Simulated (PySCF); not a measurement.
Zr(Cl)3(OH) (Cl3HOZr), SMILES [OH][Zr]([Cl])([Cl])[Cl], multiplicity 1. Atoms are numbered in the order given.

```xyz
6

Zr     0.0000     0.0000     0.2103
Cl    -1.9176    -1.1071    -0.5523
Cl     0.0000     2.2143    -0.5523
Cl     1.9176    -1.1071    -0.5523
O      0.0000     0.0000     2.0887
H      0.0000     0.0000     3.0471
```
Charge 0, spin multiplicity 1.

Geometry: PBE0-D3(BJ)/def2-SVP. The multiplicity is an assumed one; other spin states were not compared. The isomer is the one that the SMILES or the coordinates give; other isomers of the formula were not compared. The def2 effective core potentials stand for the cores of Zr; spin–orbit coupling is left out. Other conformers were not sampled.

Computed with PySCF with HF/def2-TZVP.

ESP charges are fitted to the potential on shells at 1.4 to 2.0 van der Waals radii. Atomic charges (e):

| atom | ESP fit | Mulliken | Löwdin |
|---|---|---|---|
| Zr1 | 0.98 | … | 0.12 |
| Cl2 | -0.26 | … | 0.02 |
| Cl3 | -0.26 | … | 0.02 |
| Cl4 | -0.26 | … | 0.02 |
| O5 | -0.64 | … | -0.36 |
| H6 | 0.44 | … | 0.18 |

Q: Complete the blanks. (The exact figures need the calculation; the answer reports its results.)

A: 
- Zr1, Mulliken: 1.90
- Cl2, Mulliken: -0.47
- Cl3, Mulliken: -0.47
- Cl4, Mulliken: -0.47
- O5, Mulliken: -0.86
- H6, Mulliken: 0.38
